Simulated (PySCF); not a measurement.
C₂H₆GeO₂. Atoms are numbered in the order given.

```xyz
11

Ge    -0.0335     1.3008     0.0000
O     -0.7507    -0.4016     0.0000
C      0.1510    -1.3893     0.0000
C     -0.4803    -2.7586     0.0000
O      1.3443    -1.1747     0.0000
H      0.7837     1.4970    -1.2832
H     -1.3165     2.1467     0.0000
H      0.7837     1.4970     1.2832
H      0.2981    -3.5305     0.0000
H     -1.1254    -2.8682    -0.8852
H     -1.1254    -2.8682     0.8852
```
Charge 0, spin multiplicity 1.

Geometry optimised at B3LYP-D3(BJ)/def2-SVP.

All values below come from PBE/pcSseg-1 in PySCF.

GIAO shieldings, no solvent; atoms alike by connectivity are averaged. δ = σ(ref) − σ: ⁷³Ge against GeH4 (σ = 1614.4 ppm); ¹⁷O against H2O (σ = 334.3 ppm); ¹³C against TMS (σ = 182.0 ppm); ¹H against TMS (σ = 31.49 ppm), references at their B3LYP-D3(BJ)/def2-TZVP geometries, non-relativistic.

| atoms | nucleus | count | δ (ppm) |
|---|---|---|---|
| Ge1 | ⁷³Ge | 1 | [?] |
| O5 | ¹⁷O | 1 | 464.8 |
| O2 | ¹⁷O | 1 | [?] |
| C3 | ¹³C | 1 | 177.6 |
| C4 | ¹³C | 1 | 23.7 |
| H6, H7, H8 | ¹H | 3 | 5.45 |
| H9, H10, H11 | ¹H | 3 | [?] |

Problem. Some entries are withheld; supply them. (An estimate is asked for; the answer gives what the named calculation found.)

Solution. 
- Ge1, δ (ppm): 236.6
- O2, δ (ppm): 229.9
- H9, H10, H11, δ (ppm): 2.37
